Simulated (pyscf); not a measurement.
[N=SiH₂]•, doublet

Gas-phase minimum from PySCF at ωB97X-D3(BJ)/def2-SVP, one conformer. [N=SiH₂]• lies 28.8 kcal/mol over its isomer [HN=SiH]•, and others may lie lower still (electronic energy, ωB97M-D3(BJ)). 

SMILES: [SiH2]=[N]
```xyz
4

N      0.0382     0.1601     0.9332
Si    -1.1860    -0.4365     0.0186
H     -1.1637    -1.8107    -0.5434
H     -2.3976     0.3572    -0.3080
```
Charge 0, spin multiplicity 2.

Bonds (Å): N1–Si2 1.640, Si2–H3 1.485, Si2–H4 1.485. Angles (°): N1–Si2–H3 122.4, N1–Si2–H4 122.5, H3–Si2–H4 115.1.

Properties at ωB97X-D3(BJ)/def2-SVP:

- Harmonic wavenumbers, unscaled: 533, 577, 933, 1078, 2283, 2301 cm⁻¹
- Zero-point energy: 11.0 kcal/mol
- Rotational symmetry number: 2
- Entropy of this conformer at 298 K and 1 atm, rigid rotor and harmonic oscillator, modes under 100 cm⁻¹ raised to 100: 242.9 J/(mol K)
- Dipole moment: 3.29 D
- Spin expectation value S2: 0.781

Single-point totals, which compare only within one level (frozen core for MP2 and CC):

| level | total energy (hartree) |
|---|---|
| ωB97X-D3(BJ)/def2-TZVP | -345.38752 |
| PBE/def2-TZVP | -345.14194 |
| r²SCAN/def2-TZVP | -345.30051 |
| B3LYP-D3(BJ)/def2-TZVP | -345.38557 |
| PBE0-D3(BJ)/def2-TZVP | -345.16762 |
| M06-2X/def2-TZVP | -345.30510 |
| ωB97M-D3(BJ)/def2-TZVP | -345.41050 |
| UHF/def2-TZVPP | -344.48558 |
| MP2/def2-TZVPP | -344.74331 |
| CCSD/def2-TZVPP | -344.78907 |
| CCSD(T)/def2-TZVPP | -344.80285 |

The CCSD(T) − MP2 part came from Ansatz, without density fitting, on the same reference. An open-shell T1 diagnostic exceeds 0.045. A UHF reference is spin-contaminated (<S²> up to 1.21), which harms MP2 most.
